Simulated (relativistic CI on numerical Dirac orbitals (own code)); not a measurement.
Method of calculation: Dirac-Coulomb-Breit CI, KLI orbitals optimised for each configuration, model QED (radiative potential, 1s self-energy scaled to tabulated hydrogen-like ionisation energies), unscaled Slater integrals (own radial code, finite nucleus).

The strongest absorption lines from the ground level of an ion, among the configurations computed and to levels below about 309 eV (vacuum wavelength in Å, gf): 75.525 (0.075), 78.360 (1.1), 79.070 (2.4), 80.869 (0.87), 82.452 (0.34), 98.725 (0.073), 99.343 (0.081), 134.39 (0.072).

(1) Which ion is it?
A. Y XXIII
B. Rh XXIX
C. Nb XXV
D. Tc XXVII

Results:

(1) C. Nb XXV has 17 electrons and the ground level 3s2.3p5 2P°_3/2; the strongest line goes to 3s2.3p4.3d 2D_5/2. The pattern of lines fixes the number of electrons, and along that sequence the line energies rise steadily with the charge (about as its square where n changes within one kind of shell, about linearly where n is kept but much faster in heavy ions where fine structure, which grows about as Z⁴, sets the gap, and irregularly where shells cross), which fixes Z. Configurations outside the model, such as inner-shell arrays, can give stronger lines. At this charge energies of transitions that change n are usually good to better than 1 %, and those within a shell (Δn = 0) to a few per cent.

LS names give the leading component of a level, which can be under half, so a name can repeat, a term be missing and a line seem to break the LS rules.
